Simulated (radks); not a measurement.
Results of a calculation; reference values are marked as such.
Spherical quantum dot in the effective-mass picture: electrons in a hard-walled sphere of radius 7.09, all in effective atomic units (hartree* = m*/eps^2 hartree, bohr* = eps/m* bohr), one dielectric constant everywhere. Level of theory: non-relativistic Kohn-Sham, LDA (Slater exchange, Perdew-Wang correlation), spin-polarised, spherical densities (a radial shooting solver with Libxc functionals). Levels are named by radial order and angular momentum (1s, 1p, 1d, 2s, ...), and open shells are averaged over m. Results are scaled to m* = 0.566 and eps = 7.4, for which hartree* = 281.3 meV and bohr* = 0.6919 nm.

N = 20, configuration 1s2 1p6 1d10 1f(up 2, down 0). This is the lowest configuration that the search found. Occupied and some empty levels:

level,occupation,eigenvalue (meV),<r> (nm)
1s up,1,982.87,3.550
1s down,1,986.06,3.542
1p up,3,994.89,3.610
1p down,3,998.17,3.604
1d up,5,1017.3,3.675
1d down,5,1020.7,3.672
1f up,2,1049.1,3.738
1f down,0,1052.5,3.736
1g up,0,1089.5,3.796
1g down,0,1093.0,3.795
2s up,0,1108.6,2.227
2s down,0,1109.5,2.221
2p up,0,1150.7,2.596
2p down,0,1152.1,2.591
2d up,0,1203.7,2.829
2d down,0,1205.5,2.825

Energy (meV): total 10723.6, kinetic 2144.4, external 0, Hartree 9917.4, exchange-correlation -1338.2.
